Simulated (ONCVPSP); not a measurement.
# cerium, ONCV: configuration errors across variants

ONCVPSP 4.0.1 input, shortened (lines: element, Z, core and valence counts, functional; n l f; lmax; l rc ep ncon nbas qcut; lloc lpopt rc5 dvloc0; l nproj debl; icmod fcfact rcfact), LDA (Perdew-Wang 92), fully relativistic:

```
  Ce 58.00    9    5  -001012      upf
    1    0    2.00
    2    0    2.00
    2    1    6.00
    3    0    2.00
    3    1    6.00
    3    2   10.00
    4    0    2.00
    4    1    6.00
    4    2   10.00
    4    3    1.00
    5    0    2.00
    5    1    6.00
    5    2    1.00
    6    0    2.00
    3
    0    2.55    0.00    4    7    5.90
    1    2.35    0.00    4    7    7.40
    2    3.80    0.00    4    9    4.10
    3    1.60    0.00    5    9   10.00
    4    5    1.15    4.00
    0    2    3.10
    1    2    4.00
    2    2    0.70
    3    2    2.80
    4    0.40    0.00
```

Open shells are filled in proportion to 2j + 1.

All-electron excitation energies from the reference (eV): (1) 4f1 5s2 5p6 5d1 6s1 6.265; (2) 4f1 5s2 5p6 5d1 6s0 17.604; (3) 4f1 5s2 5p6 5d0 6s0 36.928; (4) 4f1 5s2 5p6 5d2 6s1 0.923.

4 further variants failed, have other tests or too few solved ones, and are left out.

A true bound ghost makes a file unfit for plane-wave use even where its test errors are small: the radial tests pick states by their node count and pass the ghost by.

Errors AE − PS in meV (a dash: test not solved or not reliable):

| change | (1) | (2) | (3) | (4) | bound ghosts | GHOST(+) flags above zero |
| --- | --- | --- | --- | --- | --- | --- |
| base | -0.6 | -4.9 | +27 | +1.7 | s | p3/2, d5/2, p1/2, d3/2 |
| local potential polynomial inside 1.15 bohr (lpopt 5, dvloc0 7 Ha) | -0.5 | -4.8 | – | +2.2 | none | s, p3/2, p1/2 |
| f: nproj 1 | -0.7 | -5.0 | +27 | +1.7 | s | p3/2, d5/2, p1/2, d3/2 |
| local potential polynomial inside 1.35 bohr (lpopt 4, dvloc0 0 Ha) | -0.6 | -4.6 | +27 | +2.1 | none | s, p3/2, p1/2 |

(1) Give the same row for: s: ncon 3, nbas 6.

Answers

(1) -0.7, -5.5, +27, +1.2; bound ghosts: s; GHOST(+) flags above zero: p3/2, d5/2, p1/2, d3/2.
